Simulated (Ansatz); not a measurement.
Total energies of FGaH₅NOSi (`[NH2][Ga]([F])[O][SiH3]`).

Cartesian coordinates in Å:
```
N -2.543 0.649 -0.007
Ga -0.900 0.185 0.536
F -0.544 0.050 2.243
O 0.450 -0.073 -0.568
Si 2.046 -0.419 -0.475
H -2.819 0.563 -0.970
H -3.325 0.625 0.624
H 2.273 -1.722 0.206
H 2.781 0.639 0.270
H 2.580 -0.496 -1.859
```

Total charge 0; spin multiplicity 1. Correlated methods include outer-core shells of Ga, which these sets cover unevenly. Scalar relativity is left out up to krypton. The geometry is a stationary point of PBE0-D4/def2-TZVP. It is one conformer, not always the lowest. Basis def2-TZVPP, the Gaussian-basis code of Ansatz.

RPA on PBE orbitals: Hartree–Fock energy of these orbitals -2444.02480 Eh, correlation -1.64513 Eh (frozen core).

```json
{"functional": "B97M-V", "energy without D4 (Eh)": "-2446.90909", "D4 term (kJ/mol)": "–"}
{"functional": "r2SCANh", "energy without D4 (Eh)": "-2447.25429", "D4 term (kJ/mol)": "-5.3"}
```

**Question.** Give the same for LDA (SPW92), PBE, revPBE, BLYP, r2SCAN, PBE0, B3LYP, r2SCAN0, HSE06 (plane-wave form), BHLYP, CAM-B3LYP, LC-ωPBE, ωB97X-V, ωB97M-V, B2PLYP, PBE-QIDH. (An estimate is asked.)

**Answer.** Ansatz gave: 
```json
{"functional": "LDA (SPW92)", "energy without D4 (Eh)": "-2441.58673", "D4 term (kJ/mol)": "–"}
{"functional": "PBE", "energy without D4 (Eh)": "-2446.73030", "D4 term (kJ/mol)": "-20.0"}
{"functional": "revPBE", "energy without D4 (Eh)": "-2447.13461", "D4 term (kJ/mol)": "-54.6"}
{"functional": "BLYP", "energy without D4 (Eh)": "-2447.44937", "D4 term (kJ/mol)": "-42.9"}
{"functional": "r2SCAN", "energy without D4 (Eh)": "-2447.28001", "D4 term (kJ/mol)": "-4.9"}
{"functional": "PBE0", "energy without D4 (Eh)": "-2446.80378", "D4 term (kJ/mol)": "-17.1"}
{"functional": "B3LYP", "energy without D4 (Eh)": "-2447.49995", "D4 term (kJ/mol)": "-32.4"}
{"functional": "r2SCAN0", "energy without D4 (Eh)": "-2447.21766", "D4 term (kJ/mol)": "-5.9"}
{"functional": "HSE06 (plane-wave form)", "energy without D4 (Eh)": "-2446.78646", "D4 term (kJ/mol)": "-16.1"}
{"functional": "BHLYP", "energy without D4 (Eh)": "-2447.29821", "D4 term (kJ/mol)": "-27.1"}
{"functional": "CAM-B3LYP", "energy without D4 (Eh)": "-2447.48532", "D4 term (kJ/mol)": "-17.6"}
{"functional": "LC-ωPBE", "energy without D4 (Eh)": "-2446.95566", "D4 term (kJ/mol)": "–"}
{"functional": "ωB97X-V", "energy without D4 (Eh)": "-2447.12622", "D4 term (kJ/mol)": "–"}
{"functional": "ωB97M-V", "energy without D4 (Eh)": "-2447.22823", "D4 term (kJ/mol)": "–"}
{"functional": "B2PLYP", "energy without D4 (Eh)": "-2446.80185", "D4 term (kJ/mol)": "–"}
{"functional": "PBE-QIDH", "energy without D4 (Eh)": "-2446.36311", "D4 term (kJ/mol)": "–"}
```

B3LYP takes the VWN-RPA correlation (the form of Gaussian; ORCA's B3LYP/G). HSE06 is the plane-wave form, built on full-range PBE exchange. The double hybrids freeze the cores in their second-order part.

LC-ωPBE has ω = 0.4 bohr⁻¹.
